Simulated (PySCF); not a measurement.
B(NCO)(OH)(OMe) (C2H4BNO3), SMILES B(N=C=O)(OC)O.

The structure is a stationary point at B3LYP-D3(BJ)/def2-SVP. This is a generated structure with no PubChem entry under its InChIKey; it may be hypothetical. One conformer was computed; it need not be the lowest.

These are PBE/def2-TZVP (PySCF) values and carry that method's errors.

The molecule is in vacuum.

| Property | Value |
|---|---|
| total energy | -383.76686 hartree |
| highest occupied level | -7.10 eV |
| lowest empty level | -0.83 eV |
| orbital gap | 6.27 eV |
| dipole moment | 2.38 D |
| quadrupole, principal values (traceless, Buckingham form, about the centre of nuclear charge) | -9.00, 1.15, 7.86 D·Å |
| mean static polarisability | 56.0 bohr³ (8.30 Å³) |
| polarisability, principal values | 37.0, 49.8, 81.3 bohr³ |
